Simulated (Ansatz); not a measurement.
Spectroscopic constants of NaSi-, multiplicity 5 (an upper state: multiplicity 3 came lower at CCSD(T)/def2-TZVPP on PBE0 minima).

Constants: fifth-degree fit in 1/R to seven points, most abundant isotopes. Runs in def2 and cc sets follow the lowest solution found near the PBE0 minimum.

Correlated levels freeze the inner cores; with def2 sets outer-core shells near the valence are correlated too.

Run with Ansatz (Gaussian orbitals). 

```json
[
 {"level": "PBE/def2-TZVPP", "r_e (Å)": "2.958", "ω_e (cm⁻¹)": "170", "ω_e x_e (cm⁻¹)": "1.5"},
 {"level": "PBE0/def2-TZVPP", "r_e (Å)": "2.943", "ω_e (cm⁻¹)": "…", "ω_e x_e (cm⁻¹)": "1.5"},
 {"level": "wB97X-V/def2-TZVPP", "r_e (Å)": "2.934", "ω_e (cm⁻¹)": "181", "ω_e x_e (cm⁻¹)": "1.5"},
 {"level": "CCSD/def2-TZVPP", "r_e (Å)": "2.953", "ω_e (cm⁻¹)": "177", "ω_e x_e (cm⁻¹)": "1.2"},
 {"level": "CCSD(T)/def2-TZVPP", "r_e (Å)": "…", "ω_e (cm⁻¹)": "…", "ω_e x_e (cm⁻¹)": "1.2"}
]
```

**Question.** Fill in the missing entries.

**Answer.** 
- CCSD(T)/def2-TZVPP, r_e (Å): 2.947
- CCSD(T)/def2-TZVPP, ω_e (cm⁻¹): 179
- PBE0/def2-TZVPP, ω_e (cm⁻¹): 176

Ansatz is a program for electronic structure.
